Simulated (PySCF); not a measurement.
## Static response to an electric field

Compound: C₄H₄F₄.
Structure used (GFN2-xTB), in Å, numbered top down from 1:
```xyz
12
C4H4F4 angstrom
F      0.2016   -2.1003   -0.6925
C      0.1253   -1.0693    0.1872
C     -1.1068   -0.1619    0.0408
C     -0.1938    1.0747    0.0418
F     -0.4019    1.9553   -0.9701
C      1.0340    0.1454   -0.1235
F      1.5936    0.1471   -1.3399
F      2.0332    0.3538    0.7669
H      0.3042   -1.4688    1.1894
H     -1.8511   -0.2193    0.8287
H     -1.5759   -0.2978   -0.9322
H     -0.1610    1.6403    0.9775
```

Level: CAM-B3LYP/def2-SVPD (PySCF), static field, nuclei fixed, core orbitals frozen in the response. The polarisability tensor in these axes (au):

```
x   49.30 -0.01  0.04
y   -0.01 49.36 -0.24
z    0.04 -0.24 45.71
```

Diagonalise the tensor; give its mean and Δα, where Δα² is half the sum of the squared differences of the eigenvalues.

Principal values 45.69, 49.30 and 49.38 au; mean 48.12 au = 7.13 Å³ = 7.93 × 10⁻⁴⁰ C²·m²/J; Δα = 3.64 au (8 % of the mean).

What is the dipole moment, and where does it point?

(-2.28, -0.16, 2.58) D, 3.45 D in size, pointing from the negative to the positive side. Measured along this direction, the outermost atoms are F7 at the negative end and H10 at the positive end.

Sum over states: ᾱ = Σ f/ω², ω in Eh. What share falls to these 8 lowest TDDFT singlets (eV, f)? 7.91, 0.0022; 8.49, 0.0002; 8.90, 0.0048; 9.23, 0.0140; 9.48, 0.0198; 9.62, 0.0001; 9.68, 0.0001; 9.89, 0.0029.

They add up to 0.38 au, 0.8 % of the 48.12 au; the largest single term is 0.16 au, from the state at 9.48 eV. Terms in order: 0.03, 0.00, 0.04, 0.12, 0.16, 0.00, 0.00, 0.02 au. Higher excitations give the rest. The strengths listed sum to 0.044.

What would n − 1 = 2πNα be for an ideal gas of these molecules at 500 K and 1 atm, electronic part alone?

N = p/kT = 1.4678 × 10¹⁹ cm⁻³, so n − 1 = 2π × N × 7.13 × 10⁻²⁴ cm³ = 658 × 10⁻⁶ at long wavelengths, for an ideal gas.

Orientational against electronic polarisability at 400 K (dilute gas, rigid molecules)?

In Gaussian units μ²/3kT = 71.68 Å³ against 7.13 Å³, a ratio of 10.05; the Debye molar polarisation (4π/3)N_A(α + μ²/3kT) is 198.8 cm³/mol, leaving out the vibrational part.

What depolarisation ratio follows for Rayleigh scattering of linearly polarised light, taking the static tensor?

ρ = 3Δα²/(45ᾱ² + 4Δα²) = 39.9/(104209 + 53.1) ≈ 0.000382.

Traceless (Buckingham) quadrupole moment about the centre of nuclear charge: eigenvalues?

-4.53, -0.45, 4.97 D·Å. The values depend on the origin, since the dipole doesn't vanish. The electronic extent ⟨r²⟩ about the same centre is 813 bohr², a root-mean-square distance of 1.89 Å for the 64 electrons.

One conformer (not necessarily the lowest) at the GFN2-xTB geometry, without solvent, vibrations or thermal averaging.

The run behind these numbers computed excited states as well. The run took 83 s (with the writing of density and orbital grids) on Arm Neoverse N1, one thread (shared host), and the process peaked at 0.90 GiB of memory.
